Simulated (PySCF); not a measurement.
Cartesian coordinates in Å; atom numbers follow the order of the lines, from 1:
```xyz
19

C     1.863   -1.546    0.383
C     1.762   -0.243    0.186
C     1.255    0.387   -1.059
Si   -0.547    1.004   -0.803
Si   -0.746    2.372    1.042
O    -1.489   -0.302   -0.556
Si   -1.854   -1.824   -0.143
H     2.209   -1.960    1.315
H     1.614   -2.254   -0.390
H     2.020    0.447    0.982
H     1.889    1.232   -1.334
H     1.282   -0.332   -1.879
H    -1.026    1.503   -2.101
H     0.325    3.377    1.067
H    -0.665    1.670    2.330
H    -2.005    3.125    1.076
H    -3.315   -1.848   -0.169
H    -1.307   -2.075    1.188
H    -1.273   -2.721   -1.142
```

Geometry: GFN2-xTB; GIAO absolute shieldings from PySCF 2.14, gas phase, non-relativistic, averaged over equivalent atoms.

At PBE0/pcSseg-1 (200 basis functions, 33 s wall time on 1 thread of an Arm Neoverse V1, shared host):
| atoms | σ (ppm) |
| --- | --- |
| C2 | 43.9 |
| C1 | 64.7 |
| C3 | 154.2 |
| Si4 | 361.1 |
| Si7 | 393.0 |
| Si5 | 474.7 |
| O6 | 327.9 |
| H10 | 25.50 |
| H13 | 26.01 |
| H9 | 26.21 |
| H8 | 26.32 |
| H17/H18/H19 | 26.62 |
| H14/H15/H16 | 28.34 |
| H12 | 29.39 |
| H11 | 30.07 |

Problem. What do these become at PBE0/6-31++G**?

Solution. 
| atoms | σ at PBE0/6-31++G** | change |
| --- | --- | --- |
| C2 | 66.7 | +22.8 |
| C1 | 86.5 | +21.8 |
| C3 | 166.4 | +12.2 |
| Si4 | 401.3 | +40.2 |
| Si7 | 430.4 | +37.4 |
| Si5 | 508.7 | +34.0 |
| O6 | 324.8 | -3.1 |
| H10 | 25.35 | -0.15 |
| H13 | 25.98 | -0.03 |
| H9 | 26.26 | +0.05 |
| H8 | 26.42 | +0.10 |
| H17/H18/H19 | 26.59 | -0.03 |
| H14/H15/H16 | 28.38 | +0.04 |
| H12 | 29.34 | -0.05 |
| H11 | 30.06 | -0.01 |

The largest change is at Si4 (silicon bonded to C, O, Si, H). Cost: 210 basis functions, roughly 90 core-seconds. The order of the carbon signals is the same at both levels.
